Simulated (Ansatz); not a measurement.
A nudged elastic band was laid between two geometries of BrH3Si + ClH (7 atoms, charge 0, multiplicity 1).

Level of theory: Ansatz, RKS PBE-D4/def2-SVP.

```yaml
movable_images: 5
climbing_image: yes
spring: 5.0 eV/Å²
optimiser: quadratic models (default)
start_path: through a guess of the saddle point
force_threshold: 0.03 eV/Å
iteration_limit: 60
end_points: relaxed
```

First end point:

```xyz
7
Properties=species:S:1:pos:R:3
Si -0.812 -0.581 -0.153
Br 1.299 -1.395 -0.141
H -1.718 -1.746 -0.423
H -1.092 0.010 1.194
H -0.914 0.438 -1.243
H 1.807 1.017 0.291
Cl 1.430 2.256 0.475
```

Last end point:

```xyz
7
Properties=species:S:1:pos:R:3
Si -0.988 0.220 -0.228
Br 2.380 -1.453 0.864
H -0.717 -0.965 -1.102
H -1.075 -0.173 1.214
H -2.236 0.928 -0.663
H 2.037 -0.140 0.361
Cl 0.600 1.581 -0.448
```

Which bonds break or form, and what moves?

Bonds broken: Si1–Br2, H6–Cl7. Bonds formed: Si1–Cl7, Br2–H6. BrH3Si + ClH becomes BrH + ClH3Si.

Give the energies along the band, and the barrier.

The run converged. The highest image is number 4 of 0 to 6, 1.20 eV above the first end and 1.23 eV above the last; the last end lies 0.03 eV below the first. A vibrational analysis at the climbing image gives one clearly imaginary mode, 410i cm⁻¹: a first-order saddle point. The orbitals stay closed-shell, which can raise the energy where a bond breaks towards radicals; this wasn't checked here.

| image | path coordinate (Å) | energy (eV) | Si1–Br2 (Å) | H6–Cl7 (Å) | Si1–Cl7 (Å) |
| --- | --- | --- | --- | --- | --- |
| 0 | 0.00 | 0.00 | 2.26 | 1.31 | 3.67 |
| 1 | 0.54 | 0.01 | 2.26 | 1.31 | 3.66 |
| 2 | 1.08 | 0.23 | 2.30 | 1.32 | 3.29 |
| 3 | 1.62 | 0.77 | 2.40 | 1.36 | 2.89 |
| 4 | 2.16 | 1.20 | 2.65 | 1.51 | 2.49 |
| 5 | 3.02 | 0.30 | 3.24 | 1.99 | 2.16 |
| 6 | 3.88 | -0.03 | 3.92 | 2.38 | 2.10 |

What is the geometry of the highest image?


```xyz
7
Properties=species:S:1:pos:R:3
Si -0.707 -0.153 -0.127
Br 1.644 -1.281 0.342
H -0.972 -1.417 -0.894
H -1.130 -0.208 1.304
H -1.511 0.875 -0.876
H 1.734 0.467 0.282
Cl 0.942 1.716 -0.031
```

What are the harmonic wavenumbers there?

410i, 151, 256, 273, 536, 594, 610, 824, 878, 933, 1025, 1148, 2150, 2163, 2227 cm⁻¹.

The band took 15 iterations and of the order of 2 core-minutes.

The run took 64 s on 2 threads of Intel(R) Xeon(R) Platinum 8488C (Sapphire Rapids), on a shared host, peak memory 0.14 GiB.
